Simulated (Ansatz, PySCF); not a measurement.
MgCl, SMILES [Mg][Cl], multiplicity 2. Atoms are numbered in the order given.

```xyz
2

Mg     0.0000     0.0000    -1.2981
Cl     0.0000     0.0000     0.9251
```
Charge 0, spin multiplicity 2.

Geometry optimised at B3LYP-D3(BJ)/def2-TZVPD. The spin state was assumed, not searched.

Two levels are set side by side: PBE-D3(BJ)/def2-TZVPD (Ansatz, a first-principles code) and B3LYP-D3(BJ)/def2-TZVPD (Ansatz). Each level has its own optimised geometry; the coordinates shown are those of the second. Frequencies come from the Hessian of PySCF at each geometry. Differences are taken from unrounded values.

```csv
quantity,B3LYP-D3(BJ)
bond Mg1–Cl2 (Å),2.223
highest harmonic wavenumber (cm⁻¹),442
mean harmonic wavenumber (cm⁻¹),442
zero-point energy (kcal/mol),0.63
```

Question: What does PBE-D3(BJ) give, and how far is it from B3LYP-D3(BJ)? (Estimate from the structure and the level; the computed values follow.)

Answer: 
| quantity | PBE-D3(BJ) | PBE-D3(BJ) minus B3LYP-D3(BJ) |
|---|---|---|
| bond Mg1–Cl2 (Å) | 2.227 | 0.004 |
| highest harmonic wavenumber (cm⁻¹) | 437 | -5 |
| mean harmonic wavenumber (cm⁻¹) | 437 | -5 |
| zero-point energy (kcal/mol) | 0.62 | -0.01 |

Here PBE gives about what the other level gives.
